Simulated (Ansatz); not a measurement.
`O[Si](F)(Cl)Br` + HBr → `O[Si](Cl)(Br)Br` + H–F at 298.15 K and 1 bar (ligand exchange at the Si–F bond).

Computed with Ansatz on PBE0-D4/def2-TZVP structures; ΔE is electronic, products minus reactants. CCSD(T)/CBS adds triple-zeta CCSD(T) − MP2 to the extrapolated MP2 energy (def2 sets, frozen cores). This one scheme is used for every species. For Br outer-core shells are correlated without core-valence functions, which leaves a few kJ/mol of doubt a bond. Scalar relativity is left out up to krypton. One conformer a species, not always the lowest.

```json
{"species": "`O[Si](F)(Cl)Br`", "CCSD(T)/CBS energy (Eh)": "-3497.97222", "H − E (kJ/mol)": "73.7", "S (J/(mol·K))": "353.2"}
{"species": "HBr", "CCSD(T)/CBS energy (Eh)": "-2573.91920", "H − E (kJ/mol)": "24.6", "S (J/(mol·K))": "198.6"}
{"species": "`O[Si](Cl)(Br)Br`", "CCSD(T)/CBS energy (Eh)": "-5971.47577", "H − E (kJ/mol)": "70.7", "S (J/(mol·K))": "376.2"}
{"species": "H–F", "CCSD(T)/CBS energy (Eh)": "-100.39570", "H − E (kJ/mol)": "33.5", "S (J/(mol·K))": "173.6"}
```

H − E and S are ideal-gas, rigid-rotor, harmonic terms from PBE0-D4/def2-TZVP, for one conformer and one mirror image of each species. 1 Eh = 2625.50 kJ/mol, R = 8.31446 J/(mol·K).

Q: By hand: ΔE, ΔH, ΔS and ΔG.

A: ΔE = (-5971.47577) + (-100.39570) − (-3497.97222) − (-2573.91920) = 0.01995 Eh = 52.4 kJ/mol. Δ(H − E) = 70.7 + 33.5 − 73.7 − 24.6 = 5.9, so ΔH = 58.3 kJ/mol. ΔS = 376.2 + 173.6 − 353.2 − 198.6 = -2.0 J/(mol·K). ΔG = 58.3 − 298.15 × (-2.0)/1000 = 58.9 kJ/mol.

Q: By hand: the equilibrium constant, and the temperature at which ΔG would vanish if ΔH and ΔS stayed fixed.

A: log₁₀ K = −ΔG/(RT ln 10) = -10.3. ΔH and −TΔS have one sign here, so there is no such temperature.

The number of gas molecules stays the same, so ΔS is small and ΔH decides. A doubt of 5 kJ/mol in ΔE shifts log₁₀ K by 0.9 here. Other conformers and mirror images would add mixing entropy, several J/(mol·K) or more a flexible species. These are equilibria of isolated gas molecules and say nothing of rates. Largest T1 diagnostic: 0.009 (customary marks: 0.02 for closed shells, 0.045 for open ones).

ΔS is within the doubt of such terms, so its sign, and with it that verdict, could turn.
